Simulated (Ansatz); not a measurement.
Ansatz (a quantum-chemistry and plane-wave program) input:

Ansatz 0.2 input:
```yaml
crystal:
  periodic: [false, false, false]
  atoms:
    - {symbol: Si, position_ang: [-0.22616666, -0.00386913, -0.74656501]}
    - {symbol: Br, position_ang: [0.07976918, 0.06910528, 1.42134257]}
    - {symbol: N, position_ang: [1.58770873, -0.24708024, -1.30538619]}
    - {symbol: N, position_ang: [-0.63497342, 1.37235197, -1.61718593]}
    - {symbol: N, position_ang: [-1.07144936, -1.36530419, -1.21538620]}
    - {symbol: H, position_ang: [1.64396133, -0.30692492, -2.32421359]}
    - {symbol: H, position_ang: [2.20520408, 0.50945542, -1.00477947]}
    - {symbol: H, position_ang: [-1.60089990, 1.52123349, -1.87589094]}
    - {symbol: H, position_ang: [-0.15397762, 2.25508396, -1.52006489]}
    - {symbol: H, position_ang: [-1.50073663, -1.47144084, -2.12239775]}
    - {symbol: H, position_ang: [-1.35663364, -2.07848406, -0.56217880]}
    - {symbol: H, position_ang: [1.96849251, -1.11321287, -0.91984650]}
basis:
  gaussian:
    orbitals: STO-3G
total_charge: 1
magnetization: {spin_polarized: false}
correlation: {method: ccsd_t, electrons: outside_noble_gas}
```

Problem. Which total energy does the run end on?

Solution. -2995.77744 Eh (CCSD(T)/STO-3G). The basis has 49 functions.

It need not be the lowest isomer of its formula.
